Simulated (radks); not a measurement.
Coulomb parameter of the 4f shell of the dysprosium ion Dy2+ in the model configuration [Xe] 4f9 6p1, as a second difference U = [E(n + 0.5) + E(n - 0.5) - 2 E(n)] / (0.5)^2 with all orbitals relaxed. "Bare": the charge of the atom changes with n. "Screened": the 6p shell takes up the change at fixed total charge, which measures U(4f,4f) + U(6p,6p) - 2 U(4f,6p). All-electron calculation, scalar-relativistic Kohn-Sham, PBE, spin-unpolarised, spherical densities, finite nucleus; Fermi nuclear charge, rms radius 5.2218 fm. Program: a radial shooting solver on a logarithmic mesh with Libxc functionals.

| case | configuration | E - E(n) (eV) |
|---|---|---|
| start | [Xe] 4f9 6p1 | 0.000 |
| bare +0.5 | [Xe] 4f9.5 6p1 | -11.425 |
| bare -0.5 | [Xe] 4f8.5 6p1 | 15.896 |
| screened +0.5 | [Xe] 4f9.5 6p0.5 | -6.266 |
| screened -0.5 | [Xe] 4f8.5 6p1.5 | 8.462 |

U(bare) = 17.886 eV, U(screened by 6p) = 8.783 eV, against the Slater integral F0(4f,4f) = 31.432 eV with frozen orbitals.
